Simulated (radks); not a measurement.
Ti XIV, configuration [He] 2s2 2p5. All-electron calculation, non-relativistic Kohn-Sham, r2SCAN, spin-polarised, spherical densities, point nucleus; open shells are filled with parallel spins first; meta-GGA in the generalised Kohn-Sham scheme. Program: a radial shooting solver on a logarithmic mesh with Libxc functionals.

Unscreened Slater integrals over Kohn-Sham orbitals (cm^-1). They are taken over the spin-up orbitals.

\begin{tabular}{lr}
integral & value \\ \hline
F0(2p,2p) & 720770 \\
F2(2p,2p) & 341340 \\
F0(2p,2s) & 664170 \\
G1(2p,2s) & 383450 \\
F0(2p,1s) & 986280 \\
G1(2p,1s) & 166130 \\
F0(2s,2s) & 627640 \\
F0(2s,1s) & 880520 \\
G0(2s,1s) & 81084 \\
F0(1s,1s) & 2942800 \\
\end{tabular}

Derived for the open shells (J is the average intra-shell exchange parameter used in DFT+U). 2p: J = F2/5 = 68270 cm^-1.
